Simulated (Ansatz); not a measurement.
**Abstraction of H: SiH2(OH)(SiH3) + C2H6InO → SiH(OH)(SiH3) + C2H7InO**

Species: SiH2(OH)(SiH3) (disilanol), singlet; C2H6InO `C[CH2][In][OH]`, doublet; SiH(OH)(SiH3), doublet; C2H7InO `C[CH2][InH][OH]`, singlet. A radical takes H: the energy is the difference in strength between the Si–H bond broken and the In–H bond made.

Shapes, held fixed at every level: PBE0-D4/def2-TZVP. Flexible molecules stand in one conformer, not always the lowest. Programs: Ansatz 0.2.0. The zero-point and thermal change to 298 K, harmonic and unscaled (PBE0-D4/def2-TZVP), is -4.3 kJ/mol.

```tsv
level	kind	ΔH(298 K) (kJ/mol)	less CCSD(T)/def2-TZVPP	CPU time (sum over the molecules)
HF/def2-TZVPP	Hartree–Fock	+91.3	+2.1	–
SPW92/def2-TZVPP	LDA	+86.8	-2.4	15 s
B3LYP-D4/def2-TZVPP	global hybrid	+102.1	+12.9	46 s
r2SCAN0-D4/def2-TZVPP	global hybrid	+89.9	+0.7	54 s
wB97M-V/def2-TZVPP	range-separated hybrid	+90.9	+1.7	1.8 min
wB97X-V/def2-TZVPP	range-separated hybrid	+86.3	-2.9	93 s
CCSD/def2-TZVPP	coupled cluster or CI	+89.7	+0.5	–
CCSD(T)/def2-TZVPP	coupled cluster or CI	+89.2	0.0	59 min
```

The highest level, CCSD(T)/def2-TZVPP, gives ΔH(298 K) = +89.2 kJ/mol; the levels span +86.3 to +102.1. The column of differences is taken from that level and isn't an error. No measured value is set beside it here. Open shells run unrestricted unless RO is named. For atoms past krypton def2 sets carry core potentials with scalar relativity. Correlated rows may include outer-core shells of In, which these sets cover unevenly. Times are processor times on shared x86 and Arm servers, and rough.
